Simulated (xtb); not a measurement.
C₂H₆N (SMILES CC[NH-]), charge -1, singlet, from a rough starting geometry; xtb with GFN2-xTB.

The xtb input:
```
$ xtb mol.xyz --gfn 2 --chrg -1 --opt vtight --json

# file mol.xyz
9

C      0.89303686    -0.42067041     0.06987310
C     -0.37189203     0.61682733     0.12113727
N     -1.66852182    -0.07254082     0.11790935
H      1.84945202     0.22315305     0.09747404
H      0.88314462    -0.99107603     0.96364460
H      0.90524061    -0.99819229    -0.84718261
H     -0.32180853     1.22140027    -0.81809894
H     -0.27953430     1.18053685     0.99550312
H     -1.72315144    -0.71726667    -0.73225242
```

Output, abridged:

```
   ID    Z sym.   atoms
    1    6 C      1, 2
    2    7 N      3
    3    1 H      4-9

           -------------------------------------------------
          |                Calculation Setup                |
           -------------------------------------------------

           -------------------------------------------------
          |                 G F N 2 - x T B                 |
           -------------------------------------------------

          ...................................................
          :                      SETUP                      :
          :.................................................:
          :  # basis functions                  18          :
          :  # atomic orbitals                  18          :
          :  # shells                           12          :
          :  # electrons                        20          :
          :  max. iterations                   250          :
          :  Hamiltonian                  GFN2-xTB          :
          :  restarted?                      false          :
          :  GBSA solvation                  false          :
          :  PC potential                    false          :
          :  electronic temp.          300.0000000     K    :
          :  accuracy                    1.0000000          :
          :  -> integral cutoff          0.2500000E+02      :
          :  -> integral neglect         0.1000000E-07      :
          :  -> SCF convergence          0.1000000E-05 Eh   :
          :  -> wf. convergence          0.1000000E-03 e    :
          :  Broyden damping             0.4000000          :
          :  net charge                         -1          :
          :  unpaired electrons                  0          :
          ...................................................

 iter      E             dE          RMSdq      gap      omega  full diag
   1    -10.3829344 -0.103829E+02  0.368E+00    9.29       0.0  T
   2    -10.4533845 -0.704501E-01  0.177E+00    6.74       1.0  T
   3    -10.4540787 -0.694202E-03  0.990E-01    6.79       1.0  T
   4    -10.4542286 -0.149905E-03  0.102E-01    6.59       1.0  T
   5    -10.4542335 -0.492123E-05  0.442E-02    6.61       1.0  T
   6    -10.4542346 -0.105503E-05  0.826E-03    6.61       4.0  T
   7    -10.4542348 -0.196171E-06  0.329E-03    6.61      10.1  T
   8    -10.4542348 -0.773753E-08  0.105E-03    6.62      31.9  T
   9    -10.4542348 -0.635777E-08  0.187E-04    6.61     178.6  T
[...]
 * total energy  :   -10.3399951 Eh     change       -0.6105338E-11 Eh
 * total energy  :   -10.3515054 Eh     change       -0.1151022E-01 Eh
 * total energy  :   -10.3546568 Eh     change       -0.3151438E-02 Eh
 * total energy  :   -10.3550346 Eh     change       -0.3778210E-03 Eh
 * total energy  :   -10.3551706 Eh     change       -0.1359481E-03 Eh
 * total energy  :   -10.3552093 Eh     change       -0.3870591E-04 Eh
 * total energy  :   -10.3552183 Eh     change       -0.9077644E-05 Eh
 * total energy  :   -10.3552219 Eh     change       -0.3509565E-05 Eh
 * total energy  :   -10.3552234 Eh     change       -0.1527516E-05 Eh
 * total energy  :   -10.3552240 Eh     change       -0.6488691E-06 Eh
 * total energy  :   -10.3552242 Eh     change       -0.1208142E-06 Eh
 * total energy  :   -10.3552242 Eh     change       -0.3986912E-07 Eh
   *** GEOMETRY OPTIMIZATION CONVERGED AFTER 12 ITERATIONS ***
         :: total energy             -10.355224195465 Eh    ::
[...]
     3   7 N        1.768    -0.678    40.593     9.434
     4   1 H        0.924    -0.046     3.984     3.121
     5   1 H        0.925    -0.019     3.404     2.885
     6   1 H        0.924    -0.024     3.507     2.928
     7   1 H        0.899    -0.157     8.049     4.439
     8   1 H        0.922    -0.073     4.713     3.395
     9   1 H        0.858    -0.029     3.642     2.990

 Mol. C6AA /au·bohr⁶  :        785.356679
 Mol. C8AA /au·bohr⁸  :      14986.087037
 Mol. α(0) /au        :         42.146381

Wiberg/Mayer (AO) data.
largest (>0.10) Wiberg bond orders for each atom

 ---------------------------------------------------------------------------
     #   Z sym  total        # sym  WBO       # sym  WBO       # sym  WBO
 ---------------------------------------------------------------------------
     1   6 C    3.965 --     5 H    0.992     6 H    0.992     4 H    0.988
                             2 C    0.901
     2   6 C    3.968 --     3 N    1.207     8 H    0.964     1 C    0.901
                             7 H    0.893
     3   7 N    2.358 --     2 C    1.207     9 H    0.977
     4   1 H    0.998 --     1 C    0.988
     5   1 H    1.000 --     1 C    0.992
     6   1 H    0.999 --     1 C    0.992
     7   1 H    0.975 --     2 C    0.893
     8   1 H    0.995 --     2 C    0.964
     9   1 H    0.999 --     3 N    0.977
 ---------------------------------------------------------------------------

Topologies differ in total number of bonds
Writing topology from bond orders to xtbtopo.mol

molecular dipole:
                 x           y           z       tot (Debye)
 q only:        1.829      -0.130      -0.043
   full:        2.373      -0.150      -0.381       6.121
molecular quadrupole (traceless):
                xx          xy          yy          xz          yz          zz
 q only:       -6.594      -0.254       2.888       0.593       0.423       3.706
  q+dip:       -9.046      -0.031       4.075       2.228       0.777       4.971
   full:       -8.909       0.081       4.039       2.321       0.977       4.869

optimized geometry written to: xtbopt.xyz

           -------------------------------------------------
          | TOTAL ENERGY              -10.355224195465 Eh   |
          | GRADIENT NORM               0.000057422394 Eh/α |
          | HOMO-LUMO GAP               8.184152451507 eV   |
           -------------------------------------------------

normal termination of xtb
```
